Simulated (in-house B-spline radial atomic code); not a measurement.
How numerical settings move a run on Be, [He] 2s2. Computed with an all-electron radial atomic-structure program (B-spline basis): Dirac-Kohn-Sham LDA VWN5, spherical fractional occupations, Fermi nucleus of rms radius 2.519 fm.

Command:
```bash
python run_scf.py task.json out
```
Settings of the sound reference run:
```
Z                4
electrons        4
configuration    [He] 2s2
hamiltonian      dirac
method           lda,vwn
spin_polarised   False
nucleus          fermi
rms_radius       2.519
mass_number      9
atomic_mass      9.012183
speed_of_light   137.036
knot_spacing     0.22
spline_order     8
gauss_points     12
box_radius       50
max_iterations   70
damping          0.5
damped_steps     3
diis_vectors     10
tolerance        1e-08
start            Thomas-Fermi
```

Cost of the run: 0.82 s on 1 thread of Arm Neoverse N1 (shared host).

It converges in 8 iterations to -14.450037 hartree, with 2s1/2 at -5.59941 eV. The other runs change the listed settings, some to values that make no sense; their results aren't properties of the atom or ion. Radii are in bohr (the nuclear one in fm), a minus after a letter asks for a j subshell, and «unchanged» means within 1e-8 hartree. The run stops when the residual is below 10 × tolerance × max(1, Z/10), or a noise floor if that is larger, and the energy moves by less than 1e-8 × √|E| hartree; so very loose and very tight tolerances often act alike.

```tsv
changed settings	outcome
knot_spacing = 0.55	converged in 8 iterations, energy +1.55e-05 hartree from the reference, 2s1/2 level +2.1e-05 eV
knot_spacing = 0.75	converged in 8 iterations, energy +3.44e-04 hartree from the reference, 2s1/2 level +2.8e-04 eV
knot_spacing = 0.3	converged in 8 iterations, energy +1.41e-08 hartree from the reference
knot_spacing = 1.4	converged in 8 iterations, energy +6.93e-02 hartree from the reference, 2s1/2 level -7.7e-03 eV
electrons = 5, configuration = [He] 2s2 3p-1, max_iterations = 75	converged in 11 iterations to -14.4487 hartree, a different physical problem (warning: 3p1/2 has a positive eigenvalue: unbound, held by the box)
knot_spacing = 0.55, box_radius = 10, max_iterations = 5, diis_vectors = 1	not converged after 5 iterations, last residual 1.2e-03, last energy +1.75e-04 hartree from the reference
knot_spacing = 0.4	converged in 8 iterations, energy +3.81e-07 hartree from the reference, 2s1/2 level +4.4e-06 eV
knot_spacing = 2	converged in 8 iterations, energy +1.07e-01 hartree from the reference, 2s1/2 level -7.1e-03 eV
electrons = 5, configuration = [He] 2s3, max_iterations = 100	stopped with error: shell 2s holds at most 2 electrons
first_knot = 0.25	converged in 8 iterations, energy +1.54e-03 hartree from the reference, 2s1/2 level +2.4e-04 eV
first_knot = 0.0025	converged in 8 iterations, energy -4.27e-07 hartree from the reference
method = hf, speed_of_light = 4.398856	converged in 9 iterations to -19.7862 hartree, a different physical problem
knot_spacing = 1	converged in 8 iterations, energy +6.67e-03 hartree from the reference, 2s1/2 level -6.4e-04 eV
first_knot = 0.025	converged in 8 iterations, energy +1.49e-05 hartree from the reference, 2s1/2 level +2.3e-06 eV
```

**Question.** What happens with first_knot = 0.075?

**Answer.** Converged in 8 iterations, energy +1.39e-04 hartree from the reference, 2s1/2 level +2.1e-05 eV.

**Question.** What happens with first_knot = 0.75?

**Answer.** Converged in 10 iterations, energy +1.42e+01 hartree from the reference, 2s1/2 level +5.4e+00 eV (the program warns: 2s1/2 reaches the box edge; 1s1/2 reaches the box edge).

**Question.** What happens with tolerance = 1e-06?

**Answer.** Converged in 7 iterations, energy unchanged, 2s1/2 level -5.6e-05 eV.

**Question.** What happens with knot_spacing = 2, max_iterations = 2, diis_vectors = 2?

**Answer.** Not converged after 2 iterations, last residual 5.0e-02, last energy +1.21e-01 hartree from the reference.
